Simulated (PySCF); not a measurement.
Identify the unknown among the candidates.

All candidates are C7H14N2Si.

- NMR, other nuclei: isotropic shieldings of nuclei other than C and H, by class: -84 (1 N), 40 (1 N), 362 (1 Si) ppm [GIAO PBE0/pcSseg-1]
- 1H NMR: chemical shifts (computed TMS as zero) by class: 7.63 (1 H), 7.11 (1 H), 3.95 (3 H), 0.19 (9 H) ppm [GIAO PBE0/pcSseg-1]
- 13C NMR: chemical shifts (computed TMS as zero) by class: 148.4 (1 C), 137.8 (1 C), 118.8 (1 C), 39.3 (1 C), 0.3 (3 C) ppm [GIAO PBE0/pcSseg-1]
- Rotational structure: rotational constants A, B, C: 2.150, 0.631, 0.582 GHz [GFN2-xTB]
- Dipole: 2.36 D [PBE0/pcSseg-1]

Gas-phase values; electronic properties from PySCF, density fitting. Levels stand in brackets. Geometry: GFN2-xTB; no solvent, vibrations or thermal averaging. GFN2-xTB frequencies show an imaginary mode (61i cm⁻¹), so this geometry is no minimum at that level. NMR values are class means; diastereotopic atoms form classes of their own.

Question: Which candidate is it?
A. `Cn1cc([Si](C)(C)C)cn1`
B. `Cc1cnn([Si](C)(C)C)c1`
C. `CCc1c(C)nn([SiH3])c1C`
D. `C=CCN(C)[C@@H]1C=N[SiH2]C1`
E. `N#C[SiH2]CNCC1CCC1`

Answer: A. It is `Cn1cc([Si](C)(C)C)cn1`. Numbering: `[CH3:1][n:2]1[cH:3][c:4]([Si:5]([CH3:6])([CH3:7])[CH3:8])[cH:9][n:10]1`. Its formula, C7H14N2Si, gives 3 degrees of unsaturation: 1 ring and 2 π bonds in the structure found (Kekulé form). 7 carbons fall into 5 classes; from least to most shielded: aromatic CH next to a ring nitrogen [C9] (148.4 ppm), aromatic CH next to a ring nitrogen [C3] (137.8 ppm), substituted aromatic carbon [C4] (118.8 ppm), N-methyl carbon [C1] (39.3 ppm), Si-methyl carbon [C6/C7/C8] (0.3 ppm, 3 C, up to 3.7 ppm apart in this geometry). Hydrogen classes from least to most shielded: 1 H on an aromatic CH next to a ring nitrogen, C9 (7.63 ppm), 1 H on an aromatic CH next to a ring nitrogen, C3 (7.11 ppm), 3 H on an N-methyl carbon, C1 (3.95 ppm, a mean of values up to 0.5 ppm apart in this geometry), 9 H on 3 Si-methyl carbons, C6/C7/C8 (0.19 ppm). The other shieldings belong to: -84 ppm, pyridine-type nitrogen [N10]; 40 ppm, pyrrole-type nitrogen [N2]; 362 ppm, four-coordinate silicon [Si5]. The optimised geometry has point group Cs and is an asymmetric top.

The others, at the same levels:
- `C=CCN(C)[C@@H]1C=N[SiH2]C1` fails: it has 7 carbon classes against 5; its computed 13C shifts are 197.3 (1 C), 147.8 (1 C), 124.7 (1 C), 74.7 (1 C), 63.2 (1 C), 38.7 (1 C), 0.0 (1 C) ppm, 1H shifts are 8.65 (1 H), 6.33 (1 H), 5.68 (1 H), 5.47 (1 H), 5.27 (1 H), 5.09 (1 H), 4.04 (1 H), 3.46 (1 H), 2.88 (1 H), 2.22 (3 H), 0.69 (1 H), 0.44 (1 H) ppm and rotational constant A is 1.935 GHz (against 2.150 GHz).
- `CCc1c(C)nn([SiH3])c1C` fails: it has 7 carbon classes against 5; its computed 13C shifts are 154.3 (1 C), 146.2 (1 C), 126.9 (1 C), 20.9 (1 C), 19.1 (1 C), 14.7 (1 C), 11.6 (1 C) ppm, 1H shifts are 5.18 (3 H), 2.48 (2 H), 2.41 (3 H), 2.34 (3 H), 1.04 (3 H) ppm and rotational constant A is 1.758 GHz (against 2.150 GHz).
- `Cc1cnn([Si](C)(C)C)c1` fails: its computed 13C shifts are 147.5 (1 C), 135.3 (1 C), 123.1 (1 C), 11.2 (1 C), 0.1 (3 C) ppm, 1H shifts are 7.69 (1 H), 7.27 (1 H), 2.30 (3 H), 0.40 (9 H) ppm and smallest rotational constant is 0.628 GHz (against 0.582 GHz).
- `N#C[SiH2]CNCC1CCC1` fails: it has 6 carbon classes against 5; its computed 13C shifts are 126.2 (1 C), 65.6 (1 C), 40.0 (1 C), 36.3 (1 C), 26.3 (2 C), 17.8 (1 C) ppm, 1H shifts are 4.37 (2 H), 2.89 (2 H), 2.87 (2 H), 2.57 (1 H), 2.16 (2 H), 2.07 (1 H), 1.90 (1 H), 1.71 (2 H), 0.41 (1 H) ppm and rotational constant A is 2.036 GHz (against 2.150 GHz).

Each candidate is one conformer, not necessarily the lowest. Dipoles, sizes and rotational constants follow the conformer. The torsions of the flexible species, by atom-mapped SMILES:
- `[CH3:1][n:2]1[cH:3][c:4]([Si:5]([CH3:6])([CH3:7])[CH3:8])[cH:9][n:10]1`: C3–C4–Si5–C6 0°
- `[CH3:1][CH2:2][c:3]1[c:4]([CH3:5])[n:6][n:7]([SiH3:8])[c:9]1[CH3:10]`: C1–C2–C3–C4 92°
- `[CH3:1][c:2]1[cH:3][n:4][n:5]([Si:6]([CH3:7])([CH3:8])[CH3:9])[cH:10]1`: N4–N5–Si6–C7 153°
- `[N:1]#[C:2][SiH2:3][CH2:4][NH:5][CH2:6][CH:7]1[CH2:8][CH2:9][CH2:10]1`: C2–Si3–C4–N5 -83°, Si3–C4–N5–C6 72°, C4–N5–C6–C7 177°, N5–C6–C7–C8 -78°

The conformers of `C=CCN(C)[C@@H]1C=N[SiH2]C1` aren't listed.
